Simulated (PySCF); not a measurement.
## Working out the excitation energy of Al⁺

Al⁺ [Ne] 3s2 (1S) → Al⁺ [Ne] 3p2 (3P). Computed with PySCF 2.14 in aug-cc-pwCVDZ, with no relativity, point nucleus. Frozen: 1s2. Energies in hartree (1 hartree = 27.21139 eV):

```
            part  Al⁺ (lower)  Al⁺ (upper)
             UHF  -241.668590  -241.275844
CCSD correlation    -0.167523    -0.131586
             (T)    -0.001888    -0.001127
```

Problem. What does Hartree-Fock give?

Solution. (-241.275844) − (-241.668590) = 0.392746 hartree = 10.687 eV.

Problem. What do CCSD and CCSD(T) give?

Solution. The CCSD correlation energies differ by 0.035937 hartree = 0.978 eV and the triples by 0.000761 hartree = 0.021 eV, so CCSD gives 11.665 eV and CCSD(T) 11.686 eV.

Measured between the centres of the two terms (NIST): 11.680 eV, so CCSD(T) (valence and next inner shell) is off by 0.006 eV.

A double-zeta basis recovers only part of the correlation energy.

What remains against the reference includes basis incompleteness, the frozen core and higher excitations.
